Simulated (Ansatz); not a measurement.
`FC(F)OC(F)(F)F` → `F[C](F)F`• + `[O]C(F)F`•  (homolysis of the C–O bond)

Program: Ansatz. Geometries: PBE0-D4/def2-TZVP. ΔE: electronic, gas phase. CCSD(T)/CBS adds triple-zeta CCSD(T) − MP2 to the extrapolated MP2 energy (def2 sets, frozen cores). Functionals use def2-TZVPP. No spin–orbit coupling; open shells (•) take unrestricted orbitals. Each species was taken in one conformer, which may not be the lowest.

CCSD(T)/CBS gives +459.5 kJ/mol.

(1) Another level gave +422.3 kJ/mol. Which?
A. PBE0/def2-TZVPP
B. BHLYP-D4/def2-TZVPP
C. MP2/def2-TZVPP
D. B2PLYP/def2-TZVPP

Largest T1 diagnostic among the species: 0.016.

Answers

(1) A. PBE0 422.3, MP2/def2-TZVPP 481.1, B2PLYP 428.1, BHLYP-D4 413.4 kJ/mol.

The D4 term adds +11.7 kJ/mol with B3LYP and +6.4 kJ/mol with PBE0; it sums over pairs of atoms, weighted by their polarisabilities, and B3LYP, whose exchange is more repulsive, gets the larger term. In def2-TZVPP, CCSD(T) changes the Hartree–Fock value by +144.2 kJ/mol (the triples alone add +11.0 kJ/mol) and MP2 by +176.5 kJ/mol; breaking electron pairs costs correlation energy, which Hartree–Fock lacks.

B3LYP here is the variant with VWN-RPA as its local correlation; programs differ in this.

CCSD(T)/CBS has its own doubt, a few kJ/mol and more with outer-core shells, so smaller differences from it don't rank the levels.
